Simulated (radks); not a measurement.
Problem. K III, 17 electrons, occupied as [Ne] 3s2 3p5 (the NIST ground configuration). Method: non-relativistic Kohn-Sham, SCAN, spin-polarised, spherical densities, point nucleus; open shells are filled with parallel spins first; meta-GGA in the generalised Kohn-Sham scheme; computed with a radial shooting solver on a logarithmic mesh with Libxc functionals. Some entries of the table are withheld. Estimate them.

orbital  occ.  eigenvalue (eV)  <1/r> (bohr^-1)
1s up       1        -3545.743            18.53
1s down     1        -3545.371            18.54
2s up       1        -380.0939            3.786
2s down     1        -379.9031            3.784
2p up       3        -307.4723            3.696
2p down     3        -307.0774            3.695
3s up       1         -58.1625              (1)
3s down     1         -56.4683              (2)
3p up       3         -40.5075              (3)
3p down     2         -38.9047              (4)

Solution. 
(1) 3s up <1/r> (bohr^-1): 1.117
(2) 3s down <1/r> (bohr^-1): 1.110
(3) 3p up <1/r> (bohr^-1): 1.004
(4) 3p down <1/r> (bohr^-1): 0.9962
